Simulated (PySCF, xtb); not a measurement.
Cl2GeH4OSi, SMILES Cl[SiH](Cl)[O][GeH3].

GFN2-xTB (xtb) at its own geometry gives an orbital gap of 6.48 eV and a dipole moment of 2.03 D.

The structure is a stationary point at B3LYP-D3(BJ)/def2-SVP. This is a generated structure with no PubChem entry under its InChIKey; it may be hypothetical. Other conformers were not sampled.

Task: What does PBE/def2-TZVP in PySCF give? (An estimate is asked for; the answer gives what the named calculation found.)

Result: gap 6.29 eV (levels -7.48 and -1.20 eV), dipole 1.86 D.
